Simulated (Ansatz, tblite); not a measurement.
Forces on SnCl₄ at its B3LYP-D4/def2-SVP geometry. Charge 0, multiplicity 1.

In the def2 sets Sn takes a core potential; there is no spin–orbit coupling. The xTB rows come from tblite.

GFN2-xTB (tblite), largest force 0.14 eV/Å:

```xyz
5
positions Å, forces eV/Å
Sn    0.000    0.000    0.000    0.000    0.000    0.000
Cl    0.969   -1.487   -1.516   -0.059    0.091    0.093
Cl    0.355   -0.766    2.177   -0.022    0.047   -0.133
Cl   -2.294    0.145   -0.410    0.140   -0.009    0.025
Cl    0.970    2.109   -0.250   -0.059   -0.129    0.015
```

r2SCAN-D4/def2-TZVP (Ansatz), largest force 0.61 eV/Å:

```
Sn 0.001 0.000 0.000
Cl -0.255 0.391 0.399
Cl -0.093 0.201 -0.572
Cl 0.602 -0.038 0.108
Cl -0.255 -0.554 0.066
```

CAM-B3LYP-D4/def2-TZVP (Ansatz), largest force 0.74 eV/Å:

```
Sn 0.001 -0.001 0.000
Cl -0.308 0.472 0.482
Cl -0.113 0.243 -0.691
Cl 0.728 -0.046 0.130
Cl -0.308 -0.670 0.079
```
